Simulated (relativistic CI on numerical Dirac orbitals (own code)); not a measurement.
## Rh³⁹⁺: computed level list

Calculated at this level of theory: Dirac-Coulomb-Breit CI, KLI orbitals optimised for each configuration, model QED (radiative potential, 1s self-energy scaled to tabulated hydrogen-like ionisation energies), unscaled Slater integrals (own radial code, finite nucleus).

CI space (outside the closed core 1s2): 2s²2p², 2s2p³, 2p⁴, 2p³3s, 2p³3p, 2p³3d, 2s²2p3s, 2s²2p3p, 2s²2p3d, 2s2p²3s, 2s2p²3p, 2s2p²3d, 2s²2p4s, 2s²2p4p, 2s²2p4d, 2s²2p4f. Levels of other configurations are missing.

The lowest level is 2s²2p² ³P0, with 73 % of that term; Hund's rules for 2s²2p² give ³P with J = 0, in agreement.

| No. | Configuration | Term | J | E (Ry) | % | Landé g |
| --- | --- | --- | --- | --- | --- | --- |
| 1 | 2s²2p² | ³P | 0 | 0.000 | 73 |  |
| 2 | 2s²2p² | ³P | 1 | 10.523 | 100 | 1.489 |
| 3 | 2s²2p² | ¹D | 2 | 11.514 | 59 | 1.190 |
| 4 | 2s2p³(4S°) | ⁵S° | 2 | 20.872 | 47 | 1.665 |
| 5 | 2s²2p² | ³P | 2 | 22.735 | 59 | 1.284 |
| 6 | 2s2p³(2D°) | ³D° | 1 | 24.699 | 43 | 1.022 |
| 7 | 2s²2p² | ¹S | 0 | 25.073 | 72 |  |
| 8 | 2s2p³(2D°) | ³D° | 2 | 30.942 | 52 | 1.494 |
| 9 | 2s2p³(2D°) | ³D° | 3 | 32.994 | 100 | 1.320 |
| 10 | 2s2p³(2P°) | ³P° | 0 | 35.105 | 100 |  |
| 11 | 2s2p³(2D°) | ³D° | 1 | 35.903 | 37 | 1.276 |
| 12 | 2s2p³(2D°) | ¹D° | 2 | 36.649 | 67 | 1.104 |
| 13 | 2s2p³(2P°) | ³P° | 1 | 37.040 | 39 | 1.421 |
| 14 | 2s2p³(2P°) | ³P° | 2 | 45.948 | 50 | 1.354 |
| 15 | 2p⁴ | ³P | 2 | 48.269 | 72 | 1.353 |
| 16 | 2s2p³(2P°) | ¹P° | 1 | 49.309 | 47 | 1.232 |
| 17 | 2p⁴ | ¹S | 0 | 50.870 | 55 |  |
| 18 | 2p⁴ | ³P | 1 | 59.319 | 100 | 1.489 |
| 19 | 2p⁴ | ¹D | 2 | 60.417 | 73 | 1.122 |
| 20 | 2p⁴ | ³P | 0 | 72.853 | 56 |  |
| 21 | 2s²2p3s | ³P° | 0 | 245.264 | 99 |  |
| 22 | 2s²2p3s | ³P° | 1 | 245.438 | 68 | 1.333 |
| 23 | 2s²2p3p | ³D | 1 | 248.543 | 72 | 0.660 |
| 24 | 2s²2p3p | ³P | 0 | 250.225 | 70 |  |
| 25 | 2s²2p3p | ³P | 1 | 252.287 | 40 | 1.525 |
| 26 | 2s²2p3p | ³D | 2 | 252.615 | 58 | 1.166 |
| 27 | 2s2p²(3P)<4P>3s | ⁵P | 1 | 254.859 | 55 | 2.133 |
| 28 | 2s²2p3d | ³F° | 2 | 255.423 | 74 | 0.758 |
| 29 | 2s2p²(3P)<4P>3s | ³P | 0 | 256.099 | 75 |  |
| 30 | 2s²2p3d | ³D° | 1 | 256.514 | 50 | 0.848 |
| 31 | 2s²2p3s | ³P° | 2 | 256.730 | 42 | 1.369 |
| 32 | 2s²2p3d | ³F° | 3 | 257.140 | 51 | 1.110 |
| 33 | 2s²2p3s | ³P° | 2 | 257.347 | 55 | 1.394 |
| 34 | 2s²2p3s | ¹P° | 1 | 257.437 | 66 | 1.149 |
| 35 | 2s2p²(3P)<4P>3p | ⁵D° | 0 | 258.070 | 58 |  |
| 36 | 2s2p²(3P)<4P>3p | ⁵D° | 1 | 258.250 | 30 | 1.481 |
| 37 | 2s²2p3p | ³P | 1 | 260.975 | 51 | 1.435 |
| 38 | 2s²2p3p | ³D | 2 | 261.182 | 40 | 1.196 |
| 39 | 2s2p²(3P)<4P>3p | ⁵P° | 2 | 261.899 | 28 | 1.576 |
| 40 | 2s2p²(3P)<4P>3p | ³D° | 1 | 262.245 | 40 | 1.062 |
| 41 | 2s²2p3p | ³D | 3 | 263.598 | 89 | 1.336 |
| 42 | 2s2p²(3P)<4P>3s | ⁵P | 2 | 263.620 | 84 | 1.742 |
| 43 | 2s²2p3p | ¹P | 1 | 263.715 | 47 | 1.391 |
| 44 | 2s2p²(3P)<4P>3d | ⁵F | 1 | 264.651 | 51 | 0.391 |
| 45 | 2s²2p3p | ³P | 2 | 264.895 | 47 | 1.297 |
| 46 | 2s2p²(3P)<4P>3d | ⁵F | 2 | 264.909 | 29 | 1.209 |
| 47 | 2s2p²(3P)<4P>3s | ³P | 1 | 264.995 | 71 | 1.582 |
| 48 | 2s2p²(3P)<4P>3s | ⁵P | 3 | 265.578 | 38 | 1.466 |
| 49 | 2s²2p3p | ¹S | 0 | 266.054 | 69 |  |
| 50 | 2s2p²(3P)<4P>3d | ⁵D | 3 | 266.267 | 19 | 1.407 |
| 51 | 2s2p²(3P)<4P>3s | ³P | 2 | 266.855 | 44 | 1.286 |
| 52 | 2s2p²(3P)<4P>3p | ⁵P° | 1 | 267.044 | 40 | 1.906 |
| 53 | 2s2p²(3P)<4P>3d | ³F | 2 | 267.129 | 38 | 0.983 |
| 54 | 2s²2p3d | ³D° | 2 | 267.434 | 23 | 1.163 |
| 55 | 2s2p²(3P)<4P>3p | ⁵D° | 2 | 267.745 | 28 | 1.228 |
| 56 | 2s²2p3d | ³F° | 3 | 267.877 | 43 | 1.154 |
| 57 | 2s²2p3d | ³F° | 4 | 268.078 | 97 | 1.243 |
| 58 | 2s²2p3d | ³P° | 1 | 268.155 | 62 | 1.151 |
| 59 | 2s²2p3d | ³P° | 0 | 268.211 | 98 |  |
| 60 | 2s²2p3d | ³P° | 2 | 268.709 | 51 | 1.293 |
| 61 | 2s2p²(1D)<2D>3s | ³D | 1 | 268.995 | 71 | 0.690 |
| 62 | 2s2p²(3P)<4P>3p | ³D° | 3 | 269.164 | 30 | 1.291 |
| 63 | 2s2p²(1D)<2D>3s | ¹D | 2 | 269.356 | 35 | 1.191 |
| 64 | 2s2p²(3P)<2P>3s | ³P | 0 | 269.453 | 91 |  |
| 65 | 2s2p²(3P)<2P>3s | ³P | 1 | 269.454 | 56 | 1.559 |
| 66 | 2s²2p3d | ¹F° | 3 | 269.588 | 54 | 1.140 |
| 67 | 2s²2p3d | ¹P° | 1 | 269.884 | 67 | 1.031 |
| 68 | 2s2p²(1D)<2D>3p | ³P° | 2 | 270.429 | 36 | 1.581 |
| 69 | 2s2p²(3P)<4P>3p | ⁵D° | 3 | 270.495 | 47 | 1.517 |
| 70 | 2s2p²(3P)<4P>3p | ⁵P° | 1 | 270.887 | 32 | 1.640 |

Energies count from the lowest computed level; ° marks odd parity. Percentages are summed over parent terms; the parents shown are those of the largest component, closed shells are left out there, and <> holds an intermediate term.

The mean weight of the leading LS term, summed over parents, in these 70 levels is 57 %, and that of the leading jj configuration (from the same eigenvectors) 91 %, so jj coupling describes them better and the LS labels are nominal.

At this charge energies of transitions that change n are usually good to better than 1 %, and those within a shell (Δn = 0) to a few per cent.

LS names give the leading component of a level, which can be under half, so a name can repeat, a term be missing and a line seem to break the LS rules.
